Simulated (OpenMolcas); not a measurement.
**How basis sets differ on CH6B2O (SMILES BB(C)O)**

The species is CH6B2O (10 atoms), meant as a singlet with charge 0. As SMILES, `BB(C)O`. The shape is that of a PBE0-D4/def2-TZVP optimisation. This is one conformer, not always the lowest.

```xyz
10

B    -1.1574    0.8268   -0.6221
B     0.2894    0.0459   -0.2710
C     0.3773   -0.8347    1.0322
O     1.4326    0.1178   -1.0179
H    -2.0104    0.3121   -1.2922
H    -1.4404    1.8989   -0.1622
H    -0.5465   -1.3710    1.2659
H     1.2004   -1.5525    0.9757
H     0.5727   -0.1745    1.8867
H     1.3653    0.6798   -1.7923
```

Each level gives the dipole moment (D). The values are calculated.

```tsv
level	kind	program	value (D)	CPU time
HF/STO-3G	Hartree–Fock	OpenMolcas	1.21	1.2 s
HF/3-21G	Hartree–Fock	OpenMolcas	1.48	1.6 s
HF/ANO-S-VDZP (RICD fitting)	Hartree–Fock	OpenMolcas	1.13	3.8 s
HF/def2-SVP	Hartree–Fock	OpenMolcas	1.26	5.2 s
```

The values span 1.13 to 1.48 D. Magnitudes only. Sets without polarisation functions give poor dipoles. CPU times are rough (shared hosts, several kinds of processor and program).
